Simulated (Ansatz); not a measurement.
Consider the ligand exchange at a B–C bond: `BC(C)(C)C` + `[NH2][AlH][OH]` → `B[O][AlH][NH2]` + `CC(C)C`.

Isolated molecules relaxed with PBE0-D4/def2-TZVP in Ansatz; ΔE leaves out vibrations. CCSD(T)/CBS adds triple-zeta CCSD(T) − MP2 to the extrapolated MP2 energy (def2 sets, frozen cores). This one scheme is used for every species. DFT in def2-TZVPP. B3LYP here is the variant with VWN-RPA as its local correlation; programs differ in this. One conformer a species, not always the lowest.

```csv
level,ΔE (kcal/mol),difference from CCSD(T)/CBS
revPBE-D4,-34.5,1.6
B97M-V,-38.0,-1.9
B3LYP-D4,-38.5,-2.4
CAM-B3LYP-D4,-39.2,-3.1
BLYP,-40.1,-4.0
r2SCAN,-37.2,-1.1
PBE0,-37.1,-1.0
HF/def2-SVP,-46.1,-10.0
MP2/def2-TZVPP,-35.7,0.4
MP2/def2-QZVPP,-35.5,0.6
CCSD(T)/CBS,-36.1,0
```

Largest T1 diagnostic among the species: 0.013.

In def2-TZVPP, CCSD(T) changes the Hartree–Fock value by +6.2 kcal/mol (the triples alone add +0.7 kcal/mol) and MP2 by +7.0 kcal/mol. The D4 term adds +1.6 kcal/mol with B3LYP and +0.8 kcal/mol with PBE0; it sums over pairs of atoms, weighted by their polarisabilities, and B3LYP, whose exchange is more repulsive, gets the larger term.
